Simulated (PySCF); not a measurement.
**Structure from NMR data**

The spectra below were simulated for a compound C8H12Si.

1H NMR (400 MHz, computed): δ 5.17 (s, 2H), 4.59 (q, 2H), 2.18 (m, 2H), 1.25 (t, 3H), 0.29 (t, 3H).

13C{1H} NMR (computed): δ 229.5 (C), 109.3 (C), 101.4 (C), 96.4 (C), 79.6 (CH2), 33.6 (CH2), 16.7 (CH3), -4.8 (CH3).

Theoretical values (PySCF 2.14.0 with density-fitted response routines): GFN2-xTB geometry, GIAO PBE0/pcSseg-1 shieldings. Gas phase, equivalent nuclei averaged, one computed conformer, relativity neglected.

Shifts are taken against calculated references (same method and geometry level): TMS for 1H (σref 31.72) and 13C (σref 186.93).

**Question.** Which candidate is it?
A. C=C[Si](C=C)(C=C)C=C
B. C=C(C)[C@]1(C#CC)C[SiH2]1
C. C=C=C(C#C[SiH2]C)CC

**Answer.** C. 

The formula gives 4 degrees of unsaturation (no ring in the answer). 8 carbon signals for 8 carbons: no two carbons are equivalent. Carbon types of the structure: 4 × C, 2 × CH2, 2 × CH3, leaving 2 H on heteroatoms. δC 229.5: central carbon of an allene; the central sp carbon of an allene is among the most deshielded carbons of hydrocarbons. δC 109.3, 101.4: alkyne carbon. δC 96.4, 79.6: terminal carbon of a cumulated C=C=C unit. δC -4.8: methyl carbon bonded to Si; an electropositive neighbour leaves it electron-rich and shielded. δH 5.17: hydrogen on a terminal carbon of a cumulated C=C=C unit; attached to an sp2 carbon and in the plane of the double bond.

The others: C=C(C)[C@]1(C#CC)C[SiH2]1 would give 8 signals for carbon-bound and other non-exchanging H, not 5; C=C[Si](C=C)(C=C)C=C would give 2 carbon signals, not 8.

Shifts are as computed. Against solution values, carbons near 30 ppm lie about +3 ppm off and those near 130 ppm about +5 ppm. Of 1309 compounds with measured shifts, 239 miss one by over three times the rms of a fit or turn the order of signals round; such compounds aren't used in these exercises. Multiplicities follow the n + 1 count of equivalent neighbours, as no J values were calculated; m marks all less simple cases, F and P coupling included.
